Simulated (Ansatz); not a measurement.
Relaxation of the cluster Sb3⁺ with UKS PBE-D4/def2-SVP.

```sh
$ ansatz run in.yaml --threads 4 --pin off --events-out ev --progress --plain --max-ram 3916MiB
```

```yaml
crystal:
  periodic: [false, false, false]
  atoms:
    - {symbol: Sb, position_ang: [-1.387124, 0.031875, 0.786733]}
    - {symbol: Sb, position_ang: [0.526371, -1.365841, -0.633597]}
    - {symbol: Sb, position_ang: [0.860753, 1.333965, -0.153136]}
basis:
  gaussian: {orbitals: def2-SVP}
total_charge: 1
magnetization: {spin_polarized: true, initial_magnetization: 4}
hamiltonian: {xc: pbe, dispersion: d4}
scf: {omitted_lower_state_checks: [starts]}
output: {orbitals: {seedname: orbitals}}
relax: {f_tol: 0.02, max_steps: 100}
```

Run time 10 s (4 threads of Arm Neoverse V1 on a shared host).

Positions (Å) and forces (eV/Å) at steps 1, 2, 3, 4, 5 of 5:

```xyz
3
step=1 energy=-19604.2858 eV
Sb   -1.387    0.032    0.787   -1.505    0.037    0.854
Sb    0.526   -1.366   -0.634    0.383   -3.019   -0.962
Sb    0.861    1.334   -0.153    1.122    2.981    0.108
3
step=2 energy=-19604.8508 eV
Sb   -1.456    0.034    0.826    0.499   -0.011   -0.283
Sb    0.538   -1.554   -0.687   -0.260   -0.081    0.126
Sb    0.918    1.520   -0.139   -0.239    0.092    0.157
3
step=3 energy=-19604.8117 eV rejected
Sb   -1.311    0.030    0.743   -0.585    0.012    0.331
Sb    0.447   -1.702   -0.672    0.310    0.139   -0.139
Sb    0.864    1.672   -0.071    0.275   -0.152   -0.192
3
step=4 energy=-19604.8834 eV
Sb   -1.402    0.032    0.795    0.047   -0.002   -0.027
Sb    0.505   -1.595   -0.678   -0.023    0.008    0.015
Sb    0.896    1.563   -0.116   -0.024   -0.006    0.012
3
step=5 energy=-19604.8836 eV
Sb   -1.397    0.032    0.792    0.001    0.000   -0.001
Sb    0.503   -1.597   -0.678   -0.001    0.003    0.001
Sb    0.894    1.565   -0.115   -0.001   -0.003    0.000
```

In the def2 sets Sb takes a core potential; there is no spin–orbit coupling. At PBE-D4/def2-SVP a singlet of charge 1 lies 2.76 eV below the quintet, each at its own geometry. The structure comes from a short search, and lower isomers may exist.
